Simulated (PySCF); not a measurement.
A GIAO shielding run with PySCF (density fitting, non-relativistic, gas phase) on SMILES N#C[SiH](C#N)CCCl, C₄H₅ClN₂Si:

```
$ OMP_NUM_THREADS=1 python probes_run.py task.json out

{"job": {"kind": "nmr", "xc": "PBE0", "basis": "pcSseg-1"}, "charge": 0, "multiplicity": 1}
N      1.508090    -1.000630     2.466775
C      1.260162    -0.337254     1.567569
Si     0.814226     0.730056     0.098236
C      2.321141     0.623381    -1.005747
N      3.242493     0.573360    -1.683125
C     -0.621375    -0.131252    -0.820128
C     -1.701754    -0.588130     0.141530
Cl    -2.157535     0.756210     1.227035
H      0.605326     2.113733     0.507947
H     -1.051555     0.558664    -1.548308
H     -0.266793    -1.000772    -1.378583
H     -2.608523    -0.902483    -0.375776
H     -1.348292    -1.394398     0.784847
```

Hardware: 1 thread of an Arm Neoverse V1, shared host. The job also computes population analyses, field gradients.

(1) How large is the calculation?

(2) How long does it take, and how much memory does it need?

## Answers

(1) 74 electrons, 175 basis functions and 944 auxiliary functions.

(2) 29 s of wall time, with 15 SCF cycles and 5 response iterations; peak memory 0.79 GiB. Times on a shared host scatter by some tens of per cent.
